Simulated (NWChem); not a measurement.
The numbers come from NWChem runs, not from measurements. System: H6InN, charge 0, spin multiplicity 1, at a geometry optimised with PBE0/def2-SVP with def2 effective core potentials on In. The structure started from a generated list of species. Level: CCSD(T)/def2-SVP with def2 effective core potentials on In, 5 core orbitals frozen.

Job file:

```
start mol
memory heap 100 mb stack 700 mb global 1900 mb
geometry units angstroms nocenter noautoz
  In     0.054204    -0.391711     0.000000
  H      0.939797    -0.465804     1.501680
  H     -1.636640    -0.822368     0.000000
  H      0.939797    -0.465804    -1.501680
  N     -0.274601     1.984216     0.000000
  H     -0.795737     2.287731    -0.822077
  H      0.614706     2.482862     0.000000
  H     -0.795737     2.287731     0.822077
  symmetry group Cs
end
basis spherical
  * library def2-svp
end
ecp
  In library def2-ecp
end
scf
  rhf
  nopen 0
  maxiter 100
  thresh 1e-7
  semidirect memsize 60000000 filesize 0
end
tce
  freeze core 5
  ccsd(t)
  2eorb
  2emet 13
  thresh 1e-6
  maxiter 100
  tilesize 24
end
task tce energy
```

NWChem printed:

```
             Northwest Computational Chemistry Package (NWChem) 7.3.0
             --------------------------------------------------------

                                NWChem Input Module
                                -------------------

 Scaling coordinates for geometry "geometry" by  1.889725989
 (inverse scale =  0.529177249)

 Turning off AUTOSYM since
 SYMMETRY directive was detected!

                             Geometry "geometry" -> ""
                             -------------------------

 Output coordinates in angstroms (scale by  1.889725989 to convert to a.u.)

  No.       Tag          Charge          X              Y              Z
 ---- ---------------- ---------- -------------- -------------- --------------
    1 In                  49.0000     0.05420400    -0.39171100     0.00000000
    2 H                    1.0000     0.93979700    -0.46580400     1.50168000
    3 H                    1.0000    -1.63664000    -0.82236800     0.00000000
    4 H                    1.0000     0.93979700    -0.46580400    -1.50168000
    5 N                    7.0000    -0.27460100     1.98421600     0.00000000
    6 H                    1.0000    -0.79573700     2.28773100    -0.82207700
    7 H                    1.0000     0.61470600     2.48286200     0.00000000
    8 H                    1.0000    -0.79573700     2.28773100     0.82207700

 Effective nuclear repulsion energy (a.u.)     164.1223210754

            Nuclear Dipole moment (a.u.)
            ----------------------------
        X                 Y               Z
 ---------------- ---------------- ----------------
    -0.0000472431     0.0000396842     0.0000000000

      Symmetry information
      --------------------

 Group name             Cs
 Group number              2
 Group order               2
 No. of unique centers     6

      Symmetry unique atoms

     1    2    3    5    6    7


 Summary of "ao basis" -> "" (spherical)
 ------------------------------------------------------------------------------
       Tag                 Description            Shells   Functions and Types
[...]
          Calculation type : Coupled-cluster singles & doubles w/ perturbation
   Perturbative correction : (T)
            Max iterations :      100
        Residual threshold : 0.10D-05
     T(0) DIIS level shift : 0.00D+00
     L(0) DIIS level shift : 0.00D+00
     T(1) DIIS level shift : 0.00D+00
     L(1) DIIS level shift : 0.00D+00
     T(R) DIIS level shift : 0.00D+00
     T(I) DIIS level shift : 0.00D+00
   CC-T/L Amplitude update :  5-th order DIIS
                I/O scheme : Global Array Library
        L-threshold :  0.10D-05
        EOM-threshold :  0.10D-05
 no EOMCCSD initial starts read in
 TCE RESTART OPTIONS
 SLICE:      F
 D4D5:       F
 quantumc:   F
 qrotation:  F
 pwtce:      F
 qducc:      F
 nacto:                         0
 nrotv:                         0
 nrot:                          0

            Memory Information
            ------------------
          Available GA space size is     249031900 doubles
          Available MA space size is     104847612 doubles

 Maximum block size supplied by input
 Maximum block size        24 doubles

 tile_dim =     19

 -------------------------------------------------
   1    alpha     a'     8 doubles       0       1
   2    alpha     a"     4 doubles       8       2
   3    beta      a'     8 doubles      12       1
   4    beta      a"     4 doubles      20       2
   5    alpha     a'    17 doubles      24       5
   6    alpha     a'    17 doubles      41       6
   7    alpha     a"    19 doubles      58       7
   8    beta      a'    17 doubles      77       5
   9    beta      a'    17 doubles      94       6
  10    beta      a"    19 doubles     111       7

 Global array virtual files algorithm will be used

 Parallel file system coherency ......... OK

 4-electron integrals stored in orbital form

 v2    file size   =          2172765
 4-index algorithm nr.  13 is used
 imaxsize =       30
 imaxsize ichop =        0


CCSD iterations
 ---------------------------------------------------------
 Iter          Residuum       Correlation     Cpu    Wall
 ---------------------------------------------------------
    1   0.1460587469862  -0.2958915690882     0.3     0.3
    2   0.0431915109402  -0.3227020486266     0.4     0.4
    3   0.0160823303825  -0.3301163169153     0.4     0.4
    4   0.0066805204791  -0.3323223271546     0.4     0.4
    5   0.0029471318557  -0.3331363338605     0.4     0.4
    6   0.0004146650983  -0.3336644925183     0.3     0.3
    7   0.0001763832377  -0.3336848800331     0.4     0.4
    8   0.0000778800907  -0.3336873531017     0.4     0.4
    9   0.0000412533970  -0.3336886275068     0.3     0.3
   10   0.0000204744164  -0.3336896458062     0.4     0.4
   11   0.0000039401377  -0.3336905166382     0.4     0.4
   12   0.0000015079249  -0.3336908256523     0.4     0.4
   13   0.0000007342305  -0.3336909047342     0.3     0.3
 -----------------------------------------------------------------
 Iterations converged
 CCSD correlation energy / hartree =        -0.333690904734178
 CCSD total energy / hartree       =      -247.418359877430362

 Singles contributions

 Doubles contributions
 CCSD(T)
 Using plain CCSD(T) code
             total no. of tasks           74
 total no. of tasks / no. procs           74
                         wl_min       351424           8.4
                         wl_max      3142144          12.1
        thresh for no. of tasks           74

 CCSD[T]  correction energy / hartree =        -0.007893368848394
 CCSD[T] correlation energy / hartree =        -0.341584273582571
 CCSD[T] total energy / hartree       =      -247.426253246278748
 CCSD(T)  correction energy / hartree =        -0.007575229241987
 CCSD(T) correlation energy / hartree =        -0.341266133976164
 CCSD(T) total energy / hartree       =      -247.425935106672341

 Task  times  cpu:       20.6s     wall:       20.6s

 Total times  cpu:       20.7s     wall:       20.7s
```
